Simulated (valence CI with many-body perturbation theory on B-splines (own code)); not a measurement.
# E1 line list for Bi L

Computed by configuration interaction combined with many-body perturbation theory (CI+MBPT): six valence electrons over a frozen Dirac-Fock core [Ar] 3d10, radial functions for each j: 9 s, 9 p, 8 d, 6 f, 3 g, 1 h, with the one-electron correlation potential Σ1 (screened to all orders), the two-electron term Σ2, the three-electron term Σ3, Breit, model QED; selected single and double excitations, second order for the rest, scaled by the run's own slope (own B-spline code, finite nucleus).

The last digits are not significant, and no measured levels were compared; by estimate large intervals hold to a few tenths of a per cent, small ones and those within an open d or f shell to about a per cent. Among the levels kept, up to 630 cm⁻¹ of a level comes from second order outside the variational space, and about a tenth of that is noise between levels of different J, which matters for small intervals.

Lines 1 to 50 of 145 in falling wavelength, among levels below 31.862 Ry, chosen from the strongest by gf and those to the six lowest levels. Wavelengths and rates use the calculated energies. Electric multipoles are in the length gauge with retardation, E1 and E2 with the static RPA response of the core. Weak lines are less certain than strong ones. Lines between different terms over intervals too small for the method are left out, as are lines whose strength nearly cancels. The highest levels of a list are the least certain.

Levels are named by their leading jj configuration (3d3/2^4 stands for four electrons in 3d with j = 3/2), which in mixed levels can hold well under half, so a name can repeat and another be missing. Letters in brackets count levels of one name in rising energy.

```tsv
λ vac (nm)	Upper	Lower	A (s⁻¹)	S (a.u.) with core polarisation	S without
334.8	(4s^2 4p1/2 4p3/2^2 4d3/2) J=3 [b]	(4s^2 4p1/2^2 4d3/2^2) J=2	2.03e+03	2.63e-04	2.78e-04
293.1	(4s^2 4p1/2^2 4d3/2^2) J=0	(4s^2 4p1/2 4p3/2^2 4d3/2) J=1 [b]	1.61e+04	2.00e-04	2.12e-04
246.2	(4s^2 4p1/2 4p3/2^2 4d3/2) J=2 [c]	(4s^2 4p1/2^2 4d3/2^2) J=2	5.51e+03	2.03e-04	2.15e-04
150.1	(4s^2 4p1/2^2 4p3/2 4d3/2) J=2	(4s^2 4p1/2 4p3/2^3) J=2	2.01e+04	1.68e-04	1.78e-04
100.4	(4s^2 4p1/2^2 4p3/2 4d3/2) J=1	(4s^2 4p1/2 4p3/2^3) J=2	3.30e+05	4.95e-04	5.24e-04
95.41	(4s^2 4p1/2^2 4p3/2 4d3/2) J=3	(4s^2 4p1/2 4p3/2^3) J=2	8.29e+03	2.49e-05	2.60e-05
92.14	(4s^2 4p1/2^2 4p3/2 4d3/2) J=2	(4s^2 4p1/2 4p3/2^3) J=1	1.55e+04	2.98e-05	3.16e-05
73.04	(4s^2 4p1/2^2 4p3/2 4d3/2) J=0	(4s^2 4p1/2 4p3/2^3) J=1	2.00e+05	3.84e-05	4.03e-05
70.69	(4s^2 4p1/2^2 4p3/2 4d3/2) J=1	(4s^2 4p1/2 4p3/2^3) J=1	8.75e+04	4.58e-05	4.88e-05
69.91	(4s^2 4p1/2^2 4d3/2^2) J=2	(4s^2 4p1/2 4p3/2^2 4d3/2) J=3 [a]	5.49e+05	4.63e-04	4.91e-04
62.51	(4s^2 4p1/2^2 4d3/2 4d5/2) J=3	(4s^2 4p1/2 4p3/2^2 4d5/2) J=4 [b]	7.57e+05	6.39e-04	6.76e-04
57.29	(4s^2 4p1/2^2 4d3/2 4d5/2) J=4	(4s^2 4p1/2 4p3/2^2 4d5/2) J=5	1.29e+06	1.08e-03	1.14e-03
52.66	(4s^2 4p1/2^2 4d3/2 4d5/2) J=4	(4s^2 4p1/2 4p3/2^2 4d5/2) J=4 [b]	4.25e+05	2.76e-04	2.92e-04
49.65	(4s^2 4p1/2^2 4d3/2 4d5/2) J=1	(4s^2 4p1/2 4p3/2^2 4d5/2) J=0	4.38e+05	7.93e-05	8.39e-05
48.39	(4s^2 4p1/2^2 4d3/2 4d5/2) J=1	(4s^2 4p1/2 4p3/2^2 4d5/2) J=1 [a]	3.44e+05	5.77e-05	6.12e-05
46.11	(4s^2 4p1/2^2 4d3/2 4d5/2) J=3	(4s^2 4p1/2 4p3/2^2 4d5/2) J=3 [a]	3.84e+05	1.30e-04	1.38e-04
45.02	(4s^2 4p1/2 4p3/2^2 4d3/2) J=1 [b]	(4s^2 4p3/2^4) J=0	1.09e+06	1.47e-04	1.56e-04
40.80	(4s^2 4p1/2^2 4d3/2 4d5/2) J=4	(4s^2 4p1/2 4p3/2^2 4d5/2) J=4 [a]	1.39e+05	4.20e-05	4.49e-05
39.31	(4s^2 4p1/2^2 4d3/2 4d5/2) J=2	(4s^2 4p1/2 4p3/2^2 4d5/2) J=3 [a]	2.14e+05	3.20e-05	3.36e-05
37.66	(4s^2 4p1/2^2 4d3/2^2) J=0	(4s^2 4p1/2 4p3/2^2 4d3/2) J=1 [a]	1.69e+06	4.46e-05	4.75e-05
34.16	(4s^2 4p1/2 4p3/2^2 4d3/2) J=1 [c]	(4s^2 4p3/2^4) J=0	3.17e+05	1.87e-05	1.95e-05
33.94	(4s^2 4p1/2^2 4d3/2 4d5/2) J=3	(4s^2 4p1/2 4p3/2^2 4d3/2) J=2 [c]	1.95e+06	2.63e-04	2.79e-04
32.75	(4s^2 4p1/2^2 4d3/2 4d5/2) J=3	(4s^2 4p1/2 4p3/2^2 4d3/2) J=3 [b]	6.69e+05	8.11e-05	8.58e-05
31.25	(4s^2 4p3/2^4) J=0	(4s 4p1/2^2 4p3/2^3) J=1	2.00e+07	3.01e-04	3.18e-04
31.16	(4s^2 4p1/2^2 4d3/2 4d5/2) J=2	(4s^2 4p1/2 4p3/2^2 4d3/2) J=1 [b]	2.78e+06	2.08e-04	2.21e-04
30.10	(4s^2 4p1/2^2 4d3/2 4d5/2) J=2	(4s^2 4p1/2 4p3/2^2 4d3/2) J=2 [c]	3.72e+06	2.50e-04	2.65e-04
29.82	(4s^2 4p1/2^2 4d3/2 4d5/2) J=4	(4s^2 4p1/2 4p3/2^2 4d3/2) J=3 [b]	2.22e+06	2.62e-04	2.78e-04
29.26	(4s^2 4p1/2^2 4d3/2 4d5/2) J=1	(4s^2 4p1/2 4p3/2^2 4d3/2) J=1 [b]	5.11e+06	1.89e-04	2.01e-04
28.32	(4s^2 4p1/2^2 4d3/2 4d5/2) J=1	(4s^2 4p1/2 4p3/2^2 4d3/2) J=2 [c]	1.76e+06	5.92e-05	6.29e-05
27.99	(4s^2 4p1/2 4p3/2^2 4d5/2) J=1 [a]	(4s^2 4p3/2^4) J=0	1.69e+07	5.50e-04	5.84e-04
26.37	(4s^2 4p1/2 4p3/2^2 4d5/2) J=3 [c]	(4s^2 4p1/2^2 4d3/2^2) J=2	4.41e+05	2.80e-05	2.96e-05
25.83	(4s^2 4p1/2^2 4d3/2 4d5/2) J=3	(4s^2 4p1/2 4p3/2^2 4d3/2) J=2 [b]	5.17e+05	3.08e-05	3.26e-05
24.50	(4s^2 4p1/2^2 4p3/2 4d5/2) J=2	(4s^2 4p1/2 4p3/2^3) J=2	2.05e+07	7.44e-04	7.90e-04
22.22	(4s^2 4p1/2^2 4p3/2 4d5/2) J=2	(4s^2 4p1/2 4p3/2^3) J=1	1.96e+07	5.31e-04	5.63e-04
21.27	(4s^2 4p1/2^2 4d3/2 4d5/2) J=4	(4s^2 4p1/2 4p3/2^2 4d3/2) J=4	8.55e+06	3.66e-04	3.89e-04
20.91	(4s^2 4p1/2^2 4d3/2 4d5/2) J=3	(4s^2 4p1/2 4p3/2^2 4d3/2) J=3 [a]	9.02e+06	2.85e-04	3.02e-04
19.68	(4s^2 4p1/2^2 4d3/2 4d5/2) J=4	(4s^2 4p1/2 4p3/2^2 4d3/2) J=3 [a]	1.63e+06	5.53e-05	5.88e-05
19.53	(4s^2 4p1/2^2 4p3/2 4d5/2) J=3	(4s^2 4p1/2 4p3/2^3) J=2	3.38e+05	8.69e-06	9.22e-06
19.42	(4s^2 4p1/2^2 4d3/2 4d5/2) J=3	(4s^2 4p1/2 4p3/2^2 4d3/2) J=2 [a]	3.91e+06	9.90e-05	1.05e-04
19.42	(4s^2 4p1/2 4p3/2^2 4d5/2) J=1 [b]	(4s^2 4p3/2^4) J=0	1.81e+07	1.97e-04	2.08e-04
18.23	(4s^2 4p1/2^2 4p3/2 4d5/2) J=1	(4s^2 4p1/2 4p3/2^3) J=2	3.34e+07	3.00e-04	3.18e-04
18.11	(4s^2 4p1/2^2 4d3/2 4d5/2) J=2	(4s^2 4p1/2 4p3/2^2 4d3/2) J=1 [a]	1.61e+07	2.36e-04	2.50e-04
18.10	(4s^2 4p1/2^2 4d3/2 4d5/2) J=2	(4s^2 4p1/2 4p3/2^2 4d3/2) J=2 [a]	2.39e+07	3.49e-04	3.70e-04
17.59	(4s^2 4p1/2^2 4d3/2 4d5/2) J=1	(4s^2 4p1/2 4p3/2^2 4d3/2) J=0	2.72e+07	2.19e-04	2.32e-04
17.45	(4s^2 4p1/2^2 4d3/2 4d5/2) J=1	(4s^2 4p1/2 4p3/2^2 4d3/2) J=1 [a]	4.25e+07	3.34e-04	3.54e-04
17.44	(4s^2 4p1/2^2 4d3/2 4d5/2) J=1	(4s^2 4p1/2 4p3/2^2 4d3/2) J=2 [a]	9.05e+06	7.11e-05	7.54e-05
17.35	(4s^2 4p1/2^2 4d3/2^2) J=0	(4s 4p1/2^2 4p3/2^3) J=1	5.50e+06	1.42e-05	1.50e-05
16.94	(4s^2 4p1/2^2 4p3/2 4d5/2) J=1	(4s^2 4p1/2 4p3/2^3) J=1	9.88e+05	7.11e-06	7.61e-06
16.48	(4s^2 4p1/2^2 4d3/2^2) J=2	(4s 4p1/2^2 4p3/2^3) J=2	8.24e+05	9.11e-06	9.66e-06
11.59	(4s^2 4p1/2^2 4d3/2 4d5/2) J=2	(4s 4p1/2^2 4p3/2^3) J=1	1.67e+06	6.42e-06	6.66e-06
```
